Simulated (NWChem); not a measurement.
System: BiBrF2; SMILES [Br][Bi]([F])[F]

Here is an NWChem input.

```
start job
memory heap 200 mb stack 900 mb global 1100 mb
geometry units angstroms noautoz
  Bi     0.180456     0.567743     0.000000
  F     -1.135681     0.956978     1.519714
  F     -1.135681     0.956978    -1.519714
  Br     0.071083    -2.054930     0.000000
end
basis spherical
  * library def2-svp
end
ecp
  Bi library def2-ecp
end
dft
  xc scan
  iterations 150
  mulliken
end
task dft gradient
```

Excerpt of the output:

```
             Northwest Computational Chemistry Package (NWChem) 7.3.0
             --------------------------------------------------------

 CS  symmetry detected

                             Geometry "geometry" -> ""
                             -------------------------

 Output coordinates in angstroms (scale by  1.889725989 to convert to a.u.)

  No.       Tag          Charge          X              Y              Z
 ---- ---------------- ---------- -------------- -------------- --------------
    1 Bi                  83.0000     0.25249440    -0.60486495     0.00000000
    2 F                    9.0000    -1.02752900    -1.10010286     1.51971400
    3 F                    9.0000    -1.02752900    -1.10010286    -1.51971400
    4 Br                  35.0000    -0.07032895     2.00016120     0.00000000

 Effective nuclear repulsion energy (a.u.)    1078.8621425848

      Symmetry information
      --------------------

 Group name             Cs
 Group number              2
 Group order               2
 No. of unique centers     3

                                 NWChem DFT Module
                                 -----------------

 Summary of "ao basis" -> "ao basis" (spherical)
 ------------------------------------------------------------------------------
       Tag                 Description            Shells   Functions and Types
 ---------------- ------------------------------  ------  ---------------------
 Bi                         def2-svp                10       26   4s4p2d
 F                          def2-svp                 6       14   3s2p1d
 Br                         def2-svp                12       32   5s4p3d

      Symmetry analysis of basis
      --------------------------

        a'         54
        a"         32

            General Information
            -------------------
          SCF calculation type: DFT
          Wavefunction type:  closed shell.
          No. of atoms     :     4
          No. of electrons :    76
           Alpha electrons :    38
            Beta electrons :    38
          Charge           :     0
          Spin multiplicity:     1
          Use of symmetry is: on ; symmetry adaption is: on
          Maximum number of iterations: 150
          AO basis - number of functions:    86
                     number of shells:    34
          Convergence on energy requested:  1.00D-06
          Convergence on density requested:  1.00D-05
          Convergence on gradient requested:  5.00D-04

              XC Information
              --------------
                         SCAN Method XC Functional
                  SCAN metaGGA Exchange Functional  1.000
                        SCAN Correlation Potential  1.000

             Grid Information
             ----------------
          Grid used for XC integration:  medium
          Radial quadrature: Mura-Knowles
          Angular quadrature: Lebedev.
          Tag              B.-S. Rad. Rad. Pts. Rad. Cut. Ang. Pts.
          ---              ---------- --------- --------- ---------
          Bi                  1.60      123           8.0       590
          F                   0.50       49          10.0       434
          Br                  1.15      112          10.0       590
          Grid pruning is: on
          Number of quadrature shells:   284
          Spatial weights used:  Erf1

      Superposition of Atomic Density Guess
      -------------------------------------

 Sum of atomic energies:       -3016.08984388

      Non-variational initial energy
      ------------------------------

 Total energy =   -2984.049174
 1-e energy   =   -4984.836478
 2-e energy   =    1624.367953
 HOMO         =      -0.366971
 LUMO         =      -0.011558

      Symmetry analysis of molecular orbitals - initial
      -------------------------------------------------

  Numbering of irreducible representations:

     1 a'          2 a"

  Orbital symmetries:

     1 a'          2 a'          3 a'          4 a"          5 a'
     6 a'          7 a"          8 a'          9 a'         10 a"
    11 a'         12 a'         13 a'         14 a"         15 a'
    16 a'         17 a"         18 a'         19 a"         20 a'
    21 a'         22 a"         23 a'         24 a'         25 a"
    26 a'         27 a"         28 a'         29 a'         30 a"
    31 a'         32 a'         33 a"         34 a"         35 a'
    36 a'         37 a"         38 a'         39 a"         40 a'
    41 a'         42 a'         43 a'         44 a'         45 a"
    46 a"         47 a'         48 a'

     ---------------------------------------------
      Total Density - Mulliken Population Analysis
     ---------------------------------------------

    Atom       Charge   Shell Charges
 -----------   ------   -------------------------------------------------------
    1 Bi  23    20.94   2.92 -0.87  1.22  0.65  4.72  1.25  0.61  0.34  9.77  0.33
    2 F    9     9.76   1.99  1.15  0.82  3.55  2.24  0.00
    3 F    9     9.76   1.99  1.15  0.82  3.55  2.24  0.00
    4 Br  35    35.55   2.00  2.00  2.00  1.38  0.59  6.00  5.99  2.39  3.21  8.23  1.73  0.05

   convergence    iter        energy       DeltaE   RMS-Dens  Diis-err
 ---------------- ----- ----------------- --------- --------- ---------
 d= 0,ls=0.0,diis     1  -2988.1484377867 -3.36D+03  4.09D-02  1.39D+00
 d= 0,ls=0.0,diis     2  -2986.4133969551  1.74D+00  2.91D-02  1.79D+01
 d= 0,ls=0.0,diis     3  -2988.2926107083 -1.88D+00  1.04D-02  2.53D-01
 d= 0,ls=0.0,diis     4  -2988.3159202169 -2.33D-02  4.24D-03  1.27D-01
 d= 0,ls=0.0,diis     5  -2988.3362028097 -2.03D-02  4.43D-04  8.77D-04
  Resetting Diis
 d= 0,ls=0.0,diis     6  -2988.3363027621 -1.00D-04  1.27D-04  1.55D-04
 d= 0,ls=0.0,diis     7  -2988.3363225190 -1.98D-05  8.58D-05  7.80D-06
 d= 0,ls=0.0,diis     8  -2988.3363183203  4.20D-06  5.41D-05  4.69D-05
 d= 0,ls=0.0,diis     9  -2988.3363235606 -5.24D-06  7.67D-06  3.74D-07
 d= 0,ls=0.0,diis    10  -2988.3363236049 -4.44D-08  2.75D-06  4.82D-08

         Total DFT energy =    -2988.336323604938
      One electron energy =    -4985.934677349806
           Coulomb energy =     1750.934424694320
    Exchange-Corr. energy =     -129.755422163099
 Nuclear repulsion energy =      376.419351213648

 Numeric. integr. density =       75.999988839129

                  Occupations of the irreducible representations
                  ----------------------------------------------

                     irrep           alpha         beta
                     --------     --------     --------
                     a'               25.0         25.0
                     a"               13.0         13.0

                       DFT Final Molecular Orbital Analysis
                       ------------------------------------

 Vector   36  Occ=2.000000D+00  E=-3.017985D-01  Symmetry=a'
              MO Center= -2.5D-01,  3.2D-01,  3.0D-12, r^2= 4.7D+00
   Bfn.  Coefficient  Atom+Function         Bfn.  Coefficient  Atom+Function
  ----- ------------  ---------------      ----- ------------  ---------------
    70      0.410729  4 Br py                67      0.360598  4 Br py
    64     -0.238988  4 Br py                30      0.232631  2 F  px
    44      0.232631  3 F  px                 4      0.231137  1 Bi s
     3      0.226925  1 Bi s                 11      0.208529  1 Bi px
    31     -0.183804  2 F  py                45     -0.183804  3 F  py

 Vector   37  Occ=2.000000D+00  E=-2.836039D-01  Symmetry=a"
              MO Center= -9.4D-02,  1.8D+00, -1.7D-12, r^2= 2.0D+00
   Bfn.  Coefficient  Atom+Function         Bfn.  Coefficient  Atom+Function
  ----- ------------  ---------------      ----- ------------  ---------------
    71      0.585803  4 Br pz                68      0.522512  4 Br pz
    65     -0.346376  4 Br pz                62      0.112576  4 Br pz
    31      0.080072  2 F  py                45     -0.080072  3 F  py
    16      0.063298  1 Bi pz                34     -0.060490  2 F  py
    48      0.060490  3 F  py                30      0.058877  2 F  px

 Vector   38  Occ=2.000000D+00  E=-2.814359D-01  Symmetry=a'
              MO Center= -1.0D-01,  1.7D+00,  2.0D-12, r^2= 2.3D+00
   Bfn.  Coefficient  Atom+Function         Bfn.  Coefficient  Atom+Function
  ----- ------------  ---------------      ----- ------------  ---------------
    69      0.580431  4 Br px                66      0.515076  4 Br px
    63     -0.341544  4 Br px                 3     -0.132283  1 Bi s
    60      0.111003  4 Br px                 4     -0.098268  1 Bi s
     1      0.093173  1 Bi s                 32      0.088647  2 F  pz
    46     -0.088647  3 F  pz                30     -0.074635  2 F  px

 Vector   39  Occ=0.000000D+00  E=-1.053508D-01  Symmetry=a'
              MO Center=  1.6D-01, -4.7D-02,  1.9D-12, r^2= 4.3D+00
   Bfn.  Coefficient  Atom+Function         Bfn.  Coefficient  Atom+Function
  ----- ------------  ---------------      ----- ------------  ---------------
    12      0.583661  1 Bi py                70      0.482501  4 Br py
    15      0.473421  1 Bi py                 3      0.416587  1 Bi s
    67      0.310107  4 Br py                11     -0.255528  1 Bi px
     6     -0.246296  1 Bi py                14     -0.236634  1 Bi px
    64     -0.203088  4 Br py                58     -0.194946  4 Br s

[...]

                         DFT ENERGY GRADIENTS

    atom               coordinates                        gradient
                 x          y          z           x          y          z
   1 Bi      0.477145  -1.143029   0.000000    0.008555   0.000635   0.000000
   2 F      -1.941748  -2.078893   2.871843   -0.004368  -0.002387   0.006271
   3 F      -1.941748  -2.078893  -2.871843   -0.004368  -0.002387  -0.006271
   4 Br     -0.132902   3.779757   0.000000    0.000180   0.004140   0.000000
```

Level: SCAN/def2-SVP with def2 effective core potentials on Bi. All runs use the structure optimised with PBE-D3(BJ)/def2-SVP. def2 effective core potentials on Bi; no spin-orbit coupling.
